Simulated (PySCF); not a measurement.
Sn(Cl)(Me)2(OH) (C2H7ClOSn), SMILES [Sn]([Cl])([OH])([CH3])[CH3]. Geometry: PBE-D3(BJ)/def2-SVP. The def2 effective core potentials stand for the cores of Sn; spin–orbit coupling is left out. One conformer was computed; it need not be the lowest.

Computed equilibrium geometry at PBE-D3(BJ)/def2-SVP (PySCF confirms it by a frequency run) as a Z-matrix (one conformer of several):
```
Sn
O 1 2.0110
H 2 0.9764 1 110.50
C 1 2.1511 2 103.22 3 165.85
H 4 1.1055 1 108.17 2 -114.22
H 4 1.1059 5 110.12 1 121.17
H 4 1.1061 5 109.98 6 121.82
C 1 2.1615 2 111.57 3 -63.05
H 8 1.1059 1 109.10 2 60.23
H 8 1.1065 9 109.45 1 -119.16
H 8 1.1067 9 109.99 10 -120.91
Cl 1 2.3931 2 106.69 3 51.67
```
Charge 0, spin multiplicity 1.
